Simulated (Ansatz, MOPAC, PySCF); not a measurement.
Isomers of C3H7Cl: 1 is CC(C)Cl, 2 is C(Cl)CC; one conformer of each (the lowest of an xTB search), B3LYP-D3(BJ)/def2-TZVP minima.
Isomer 1 (charge 0, multiplicity 1):
```xyz
11

C      1.208     0.474    -0.017
C      0.078    -0.519    -0.198
C     -1.295     0.071     0.056
Cl     0.339    -1.935     0.929
H      1.203     0.883     0.994
H      1.083     1.300    -0.723
H      2.176     0.009    -0.198
H      0.121    -0.966    -1.190
H     -1.361     0.470     1.069
H     -1.475     0.888    -0.648
H     -2.077    -0.676    -0.074
```
Isomer 2 (charge 0, multiplicity 1):
```xyz
11

C     -1.29855     0.11639    -0.33314
C     -0.08615    -0.33945     0.47813
C      1.20336     0.18872    -0.11841
Cl     2.64819    -0.34289     0.82996
H     -1.24399    -0.24044    -1.36408
H     -2.22181    -0.26753     0.10267
H     -1.37177     1.20591    -0.36061
H     -0.17046     0.00663     1.51042
H     -0.04332    -1.43010     0.51319
H      1.22832     1.27679    -0.12502
H      1.35619    -0.17404    -1.13312
```

No zero-point or thermal terms.

The state reached by PM7 isn't checked; PM7 holds dispersion and hydrogen-bond terms.

Codes used: Ansatz (Gaussian orbitals); MOPAC for PM7 (differences of heats of formation); PySCF for the dispersion terms. Each number belongs to the level named beside it.

Q: One of these levels gives 3.15 kcal/mol for the electronic energy of isomer 2 less that of isomer 1. Name it.
A) PM7
B) B97M-V/def2-TZVPP
C) B3LYP-D3(BJ)/def2-TZVPP

A: B, B97M-V/def2-TZVPP. The others give 4.43 (PM7), 2.66 (B3LYP-D3(BJ)/def2-TZVPP)

Ansatz is a program for electronic structure.
